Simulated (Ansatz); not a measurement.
H4Si2, triplet, at a GFN2-xTB geometry of the parent state (the spin is typed, not shown lowest); PBE0/pcseg-1 in Ansatz (a first-principles code).

Input for Ansatz:
Ansatz 0.2 input:
```yaml
crystal:
  periodic: [false, false, false]
  atoms:
    - {symbol: Si, position_ang: [0.02696633, 0.95926821, 0.75276090]}
    - {symbol: H, position_ang: [-0.50192017, 2.08128097, -0.05037029]}
    - {symbol: Si, position_ang: [0.00177174, -0.80446006, -0.55801974]}
    - {symbol: H, position_ang: [0.83980489, -0.89893918, -1.80874320]}
    - {symbol: H, position_ang: [-1.27554771, -1.39203457, -1.10459660]}
    - {symbol: H, position_ang: [0.53533006, -1.95762121, 0.23733386]}
basis:
  gaussian:
    orbitals: pcseg-1.json
hamiltonian:
  xc: pbe0
magnetization: {spin_polarized: true, initial_magnetization: 2}
```
The basis file holds pcseg-1 in the JSON format of the Basis Set Exchange.

Output, abridged:

```
Functional definition: PBE0
542 factors; integrals over basis functions are off by at most 1.1e-3 eV
mean field evaluation 1: about -15808.8642 eV, gradient 9.1e0 eV
mean field evaluation 2: about -15809.3380 eV, gradient 6.5e0 eV
mean field evaluation 4: about -15809.7407 eV, gradient 2.1e-1 eV
mean field evaluation 8: about -15809.8124 eV, gradient 3.6e-2 eV
mean field evaluation 16: about -15809.8124 eV, gradient 6.0e-5 eV
mean field -15809.81237035 eV, -580.9998883347 hartree, gradient 6.0e-5 eV, S^2 2.003994; 0 other end points of the search recorded, 0 dependent functions left out
reference -15809.81240152 eV, -580.9998894801 hartree; 17, 15 occupied and 39, 41 virtual orbitals, 542 factors
Total energy: -15809.81240152 eV, -580.9998894801 hartree
```
